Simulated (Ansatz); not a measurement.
GaCu, closed-shell singlet (lowest of 2S+1 = 1, 3 at CCSD(T)/def2-TZVPP on PBE0 minima; our sources give no spin for the ground state, which may be another), most abundant isotopes (62.9296 and 68.9256 u). Constants from fifth-degree fits in 1/R to seven points on the lowest solution found; no spin–orbit coupling, no relativity up to Kr; ω_e x_e and α_e move by some per cent with the fit.

Correlated levels freeze the inner cores; with def2 sets outer-core shells near the valence are correlated too. CBS(a, b) extrapolates the correlation energy as X⁻³ and adds the Hartree–Fock energy of set b.

The values were computed with Ansatz (a program for electronic structure). Values without a source in brackets are computed.

```csv
level,r_e (Å),ω_e (cm⁻¹),ω_e x_e (cm⁻¹),α_e (cm⁻¹)
PBE/def2-TZVPP,2.3899,217.8,0.754,0.000470
"CCSD(T)/CBS(def2-TZVPP, def2-QZVPP)",2.3592,214.2,0.647,0.000535
```

Q: Derive the rotational constants, the centrifugal constant, the fundamental, the zero-point energy and the force constant.

A: 
μ = 32.89563 u.
- PBE/def2-TZVPP: B_e = 16.8576/(μ r_e²) = 0.089723 cm⁻¹; B₀ = B_e − α_e/2 = 0.089488 cm⁻¹; D = 4B_e³/ω_e² = 6.09e-08 cm⁻¹; fundamental ω_e − 2ω_e x_e = 216 cm⁻¹; zero-point energy ω_e/2 − ω_e x_e/4 = 109 cm⁻¹; k = μ(2πcω_e)² = 91.9 N/m; the line J = 1 ← 0 at 2B₀ = 5.366 GHz
- CCSD(T)/CBS(def2-TZVPP, def2-QZVPP): B_e = 16.8576/(μ r_e²) = 0.092069 cm⁻¹; B₀ = B_e − α_e/2 = 0.091801 cm⁻¹; D = 4B_e³/ω_e² = 6.81e-08 cm⁻¹; fundamental ω_e − 2ω_e x_e = 213 cm⁻¹; zero-point energy ω_e/2 − ω_e x_e/4 = 107 cm⁻¹; k = μ(2πcω_e)² = 88.9 N/m; the line J = 1 ← 0 at 2B₀ = 5.504 GHz

Doubts at one or more of the structures used: a restricted determinant that unrestricted orbitals would lower (CCSD(T)/CBS(def2-TZVPP, def2-QZVPP)).
